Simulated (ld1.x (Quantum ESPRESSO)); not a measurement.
Which change was made? (He, TM semilocal)

* Element: helium (He)
* Generator: ld1.x (Quantum ESPRESSO) 7.5
* Type: norm-conserving Troullier–Martins (semilocal form)
* Functional: LDA (PZ)
* Relativity: non-relativistic
* Frozen core: none
* Valence charge: 2
* Reference configuration: 1s1 (charge +1)
* Partial waves: 1s (bound): rc 0.80 bohr; 2p channel at 0.4 Ry: rc 0.65 bohr
* Local potential: the p channel
* Core correction: none

Cutoffs, loose and tight: the cutoffs (Ry, on a coarse ladder) from which the occupation-weighted sum of valence levels, in a spherical-Bessel basis at the reference potential, stays within 10 and 1 mRy of its value at 400 Ry. They do not see the model core or the augmentation charge, which bear on the density cutoff. Test errors are all-electron minus pseudo excitation energies from the reference, over the configurations 1s2; 1s1.5 (two spin-polarised tests are not counted in the largest error); variants that change the core or the reference have their own tests.

The base gives: outcome: generated; cutoff, loose: 80 Ry; cutoff, tight: 120 Ry; bound ghosts: none; largest test error (meV): +15.

Task: After one change the result is: outcome: generated; cutoff, loose: 55 Ry; cutoff, tight: 90 Ry; bound ghosts: none; largest test error (meV): +43. Which change was it?
A. wave 1s (bound): rc 0.80 bohr becomes 1s (bound): rc 1.02 bohr
B. wave 1s (bound): rc 0.80 bohr becomes 1s (bound): rc 1.18 bohr
C. wave 1s (bound): rc 0.80 bohr becomes 1s (bound): rc 0.52 bohr

Result: A. The others give: wave 1s (bound): rc 0.80 bohr becomes 1s (bound): rc 0.52 bohr → outcome: generated; cutoff, loose: 140 Ry; cutoff, tight: 230 Ry; bound ghosts: none; largest test error (meV): +2.2 | wave 1s (bound): rc 0.80 bohr becomes 1s (bound): rc 1.18 bohr → outcome: generated; cutoff, loose: 50 Ry; cutoff, tight: 70 Ry; bound ghosts: none; largest test error (meV): +71.
